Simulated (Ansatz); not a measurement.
hydrogen fluoride (hydrogen fluoride), singlet, at a GFN2-xTB geometry; BCCD/def2-TZVP run with Ansatz (an electronic-structure program).

Ansatz was given this input:
Ansatz 0.2 input:
```yaml
crystal:
  periodic: [false, false, false]
  atoms:
    - {symbol: F, position_ang: [-0.00000000, -0.00000000, -0.09325170]}
    - {symbol: H, position_ang: [0.00000000, 0.00000000, 0.83926531]}
basis:
  gaussian:
    orbitals: def2-TZVP
magnetization: {spin_polarized: false}
correlation: {method: bccd}
```

The log (banner, timings and long lists left out):

```
Functional definition: HF
257 factors; integrals over basis functions are off by at most 1.9e-3 eV
mean field evaluation 1: about -2721.8771 eV, gradient 2.5e1 eV
mean field evaluation 2: about -2721.8772 eV, gradient 2.5e1 eV
mean field evaluation 4: about -2722.8315 eV, gradient 1.2e0 eV
mean field evaluation 8: about -2722.8369 eV, gradient 3.3e-5 eV
mean field evaluation 16: about -2722.8363 eV, gradient 3.6e-1 eV
mean field -2722.83685026 eV, -100.0624086421 hartree, gradient 1.6e-6 eV, S^2 0.000000; 0 other end points of the search recorded, 0 dependent functions left out
1 core orbitals not correlated
reference -2722.83685026 eV, -100.0624086421 hartree; 4, 4 occupied and 32, 32 virtual orbitals, 257 factors
second order -7.28766341 eV of doubles, -0.00000000 eV of singles
cycle   1  -7.22902359 eV  change    5.9e-2 eV  update   3.8e-2
cycle   2  -7.32959433 eV  change   -1.0e-1 eV  update   9.8e-3
cycle   3  -7.35340769 eV  change   -2.4e-2 eV  update   4.1e-3
cycle   4  -7.35158692 eV  change    1.8e-3 eV  update   9.5e-4
cycle   5  -7.35169494 eV  change   -1.1e-4 eV  update   2.0e-4
cycle   6  -7.35176630 eV  change   -7.1e-5 eV  update   3.8e-5
cycle   7  -7.35178697 eV  change   -2.1e-5 eV  update   1.1e-5
cycle   8  -7.35178277 eV  change    4.2e-6 eV  update   3.9e-6
Total energy: -2730.18863304 eV, -100.3325816758 hartree
```
